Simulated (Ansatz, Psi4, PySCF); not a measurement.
H$_{2}$Cl$_{2}$Si, charge -1, doublet, at a GFN2-xTB geometry (a state made from the parent by changing its charge; the spin is typed, not shown lowest). Base run: MP2/cc-pVDZ run with PySCF.

Input for PySCF:
```python
from pyscf import gto, scf, mp

mol = gto.Mole()
mol.atom = '''
    Si    0.003656    0.070023   -0.005306
    Cl    2.267951   -0.189573    0.069966
    Cl   -2.275868    0.037939   -0.058476
    H     0.011046    0.895508    1.195481
    H     0.072362    0.701955   -1.316531
'''
mol.basis = 'cc-pvdz'
mol.charge = -1
mol.spin = 1
mol.verbose = 3
mol.build()

mf = scf.UHF(mol)
mf.kernel()

pt = mp.MP2(mf)
pt.kernel()
print('E(MP2) = %.10f' % pt.e_tot)
```

The same geometry, method and basis name were run in Ansatz (an electronic-structure program) and Psi4 and PySCF, at each program's defaults and at the settings that a row names. The base is PySCF at its defaults. Differences at the defaults can come from grids, fitting, cores and function types together.

```csv
code and settings,ΔE vs base (mEh),basis functions,E (Eh),SCF cycles
"PySCF, defaults (exact integrals, spherical functions, all electrons correlated)",0.000,64,-1209.57658,11
"Psi4, defaults (density fitting with its default set, spherical functions, all electrons correlated)",0.217,64,-1209.57636,13
"Ansatz, defaults (factorised integrals, spherical functions, frozen core)",18.893,64,-1209.55768,-
"PySCF, frozen core",18.883,64,-1209.55769,11
"Psi4, exact integrals, spherical functions, frozen core",18.882,64,-1209.55769,13
"Ansatz, high accuracy, frozen core",18.883,64,-1209.55769,-
```

Open shells are given as the SCF converged; they aren't shown to be the lowest states, and a large step between rows can be another state.
